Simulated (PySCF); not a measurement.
Molecule: Se(Et)(GeH3), SMILES [Se](CC)[GeH3] (C₂H₈GeSe), singlet. Atoms near the plane z = 1.2 Å, at the B3LYP/def2-SVP optimised geometry (x, y, z in Å): Se1 (-1.2, 1.5, 0.0), Ge9 (-0.4, -0.7, 0.0), H10 (1.2, -0.7, 0.0), H11 (-0.9, -1.4, 1.3).

Computed with B3LYP/def2-TZVP in PySCF 2.14.0. The values are rescaled to run from 0 to 1.

```
|                             |
|       ........              |
|     ..:::--:::.             |
|    .::---==---:.            |
|   .::-===++==--:.           |
|   .:-==++*+++=--:.          |
|  .:-==+*****++=-:.          |
|  .:-=+**###**+=-:.          |
|  .:-=+**####*++=-:.         |
|  .:-=+**####*++=-:.         |
|  .:-=++*###**+==-:.         |
|  .:--=+******+==-:..        |
|   .:-==++***++==-::..       |
|   .::-==++**+++==--:..      |
|    .:--=++***+++==--:.      |
|    .:-=++**#**+++==--:.     |
|    .:-=+*####**+++==-:.     |
|    .:-=*#%%%##*+++==-:.     |
|    .:-+*#@@@%#*++==--:.     |
|    .:-+*#@@@%#*+==--:.      |
|    .:-=*#%%%#*+==--:..      |
|     .-=+*###*+==-::..       |
|     .:-=+++++=--::..        |
|      .:--====-::..          |
|       .::---::..            |
|        .......              |
|                             |
|                             |
|                             |
```
Scale: ten equal steps from 0.000 (start of ' ') to 1.00 (end of '@'), in the order ' .:-=+*#%@'; x runs from -4.00 to 4.00, y from -4.00 (bottom) to 4.00 (top).

Problem. Which quantity is mapped?
A) deformation density (molecule minus spherical neutral atoms)
B) electrostatic potential
C) Laplacian of the electron density
D) log10 of the electron density

Solution. D, log10 of the electron density. In full: log10 of the electron density (e/bohr³), floored at −4.
